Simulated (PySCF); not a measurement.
## Working out the excitation energy of O⁺

O⁺ [He] 2s2 2p3 (4S) → O⁺ [He] 2s1 2p3 3d1 (6D). Calculation: PySCF 2.14, in aug-cc-pVTZ-DK (5s4p3d2f, 46 functions); the spin-free X2C one-electron Hamiltonian (Gaussian nucleus). Frozen: 1s2. Energies in hartree (1 hartree = 27.21139 eV):

```tsv
part	O⁺ (lower)	O⁺ (upper)
UHF	-74.423233	-73.043439
MP2 opposite-spin	-0.069210	0.000000
MP2 same-spin	-0.029289	-0.034113
```

**Question.** What does Hartree-Fock give?

**Answer.** (-73.043439) − (-74.423233) = 1.379794 hartree = 37.546 eV.

**Question.** What do MP2 and SCS-MP2 (6/5 opposite-spin, 1/3 same-spin) give?

**Answer.** The opposite-spin parts differ by 1.883 eV and the same-spin parts by -0.131 eV. MP2: 37.546 + (1.883) + (-0.131) = 39.298 eV. SCS-MP2: 37.546 + 1.2 × (1.883) + (-0.131)/3 = 39.762 eV.

The upper state lies above the first ionisation limit, but in LS coupling its spin forbids autoionisation to the ground ion. A Rydberg-like electron needs more diffuse functions than a valence basis has.
